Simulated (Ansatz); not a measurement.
Program: Ansatz. Geometries: PBE0-D4/def2-TZVP. ΔE: electronic, gas phase. CCSD(T)/CBS is the MP2 limit (def2-TZVPP, def2-QZVPP) plus CCSD(T) − MP2 in def2-TZVPP, frozen cores. DFT in def2-TZVPP. For Ga outer-core shells are correlated without core-valence functions, which leaves a few kJ/mol of doubt a bond. Scalar relativity is left out up to krypton. Each species was taken in one conformer, which may not be the lowest.

Consider the substitution at a C–Ga bond: `[CH3][Ga]1[CH2][S]1` + `[NH2][AlH][Cl]` → `C[NH][AlH][Cl]` + `[CH2]1[S][GaH]1`.

`[CH3][Ga]1[CH2][S]1`:

```xyz
9

C     0.572    1.216   -1.294
Ga    0.061    0.003    0.125
C    -0.807   -1.385    1.150
S     0.522   -0.530    2.183
H     1.624    1.058   -1.537
H    -0.032    1.063   -2.187
H     0.453    2.243   -0.946
H    -1.807   -1.238    1.545
H    -0.586   -2.432    0.962
```

`[NH2][AlH][Cl]`:

Cartesian coordinates in Å:
```
N 0.592 0.143 -0.781
Al -0.350 -0.041 0.689
Cl -2.213 -0.993 0.535
H 1.497 0.583 -0.825
H 0.306 -0.173 -1.694
H 0.169 0.482 2.076
```

`C[NH][AlH][Cl]`:

```xyz
9

C     0.115   -0.920    0.896
N    -0.065    0.437    0.420
Al   -0.129    1.046   -1.227
Cl    0.082   -0.344   -2.787
H     1.016   -1.024    1.512
H    -0.739   -1.266    1.488
H     0.220   -1.599    0.047
H    -0.166    1.096    1.178
H    -0.335    2.574   -1.527
```

`[CH2]1[S][GaH]1`:

Z-matrix (Å, degrees):
```
C
Ga 1 1.931
S 1 1.885 2 69.1
H 1 1.086 2 120.4 3 -105.1
H 1 1.086 2 120.4 3 105.1
H 2 1.530 1 162.5 3 -180.0
```

**Question.** Is it downhill or uphill in electronic energy at CCSD(T)/CBS, and by how much? (Estimate.)

**Answer.** Ansatz gave: Uphill: ΔE = +86.7 kJ/mol.

**Question.** What do these levels give: PBE, revPBE, r2SCANh, LC-ωPBE, HF/def2-SVP, CCSD/CBS(def2)? (Estimate.)

**Answer.** The calculation gave: PBE 77.5, revPBE 79.1, r2SCANh 81.2, LC-ωPBE 80.5, HF/def2-SVP 62.2, CCSD/CBS(def2) 86.2 kJ/mol.

**Question.** What do rigid-rotor, harmonic-oscillator terms from PBE0-D4/def2-TZVP frequencies (298.15 K, 1 bar) make of the CCSD(T)/CBS value? (Estimate.)

**Answer.** The calculation gave: ΔZPE = -0.9 kJ/mol, ΔH = +83.7 kJ/mol, ΔS = -23 J/(mol·K), ΔG = +90.6 kJ/mol. Modes under 50 cm⁻¹ make the entropy rough.

Largest T1 diagnostic among the species: 0.015.

In def2-TZVPP, CCSD(T) changes the Hartree–Fock value by +7.3 kJ/mol (the triples alone add +0.5 kJ/mol) and MP2 by +13.8 kJ/mol. Leaving LDA and LC-ωPBE aside and taking each functional with its dispersion term where it has one, the values, not all of them listed here, spread over 9.3 kJ/mol, from revPBE-D4 to PBE-QIDH. LDA lies −5.3 kJ/mol from PBE without D4.
